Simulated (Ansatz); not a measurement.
Geometry optimisation, Ansatz 0.2.0, RKS PBE/def2-SVP.

Input file:

```yaml
crystal:
  periodic: [false, false, false]
  atoms:
    - { symbol: "N", position_ang: [-0.5547, 1.2924, 0.5972] }
    - { symbol: Si, position_ang: [0.2887, 0.1771, -0.4444] }
    - { symbol: O, position_ang: [1.7311, -0.2486, 0.314] }
    - { symbol: Se, position_ang: [-0.8994, -1.6793, -0.7702] }
    - { symbol: H, position_ang: [-0.8333, 0.8289, 1.4541] }
    - { symbol: H, position_ang: [-1.5089, 1.5469, 0.1012] }
    - { symbol: H, position_ang: [0.21406, 1.94873, 0.35259] }
    - { symbol: H, position_ang: [2.2525, -0.8387, -0.3201] }
    - { symbol: H, position_ang: [-0.9974, -1.9318, 0.7897] }
basis:
  gaussian: { orbitals: def2-SVP }
hamiltonian:
  xc: pbe
relax:
  f_tol: 0.02
  max_steps: 50
```

Launched with:

```bash
$ ansatz run input.yaml --threads 2 --pin off --max-ram 3072MiB --backend cpu --events-out ev --progress --plain --runs-dir out
```

Where does it end, and by what steps?

It converged. The force dipped under the threshold on the way, but the program's further checks kept it going. After 16 steps the energy has fallen by 2.440 eV; H5 moved furthest, 0.68 Å.

```csv
step,energy less start (eV),largest force component (eV/Å),accepted
0,0.0000,6.406,yes
1,-1.3252,3.389,yes
2,-2.0652,0.956,yes
3,-2.2767,1.018,yes
4,-2.3876,0.686,yes
5,-2.4220,0.176,yes
6,-2.4238,0.323,yes
7,-2.4337,0.377,yes
8,-2.4371,0.032,yes
9,-2.4381,0.026,yes
10,-2.4356,0.346,no
11,-2.4389,0.013,yes
12,-2.4376,0.207,no
13,-2.4392,0.049,yes
14,-2.4388,0.121,no
15,-2.4395,0.025,yes
16,-2.4395,0.010,yes
```

```xyz
9
Properties=species:S:1:pos:R:3
N -0.473 1.283 0.463
Si 0.496 0.071 -0.930
O 1.500 -0.391 0.412
Se -1.317 -1.533 -0.762
H -0.164 0.934 1.386
H -1.492 1.144 0.379
H -0.252 2.288 0.403
H 2.354 -0.742 0.104
H -0.959 -1.957 0.620
```

Whether the end is a true minimum wasn't checked by a vibrational analysis.

Run time: 34 s on 2 threads of Arm Neoverse V1, with other jobs on the host, peak memory 0.13 GiB.
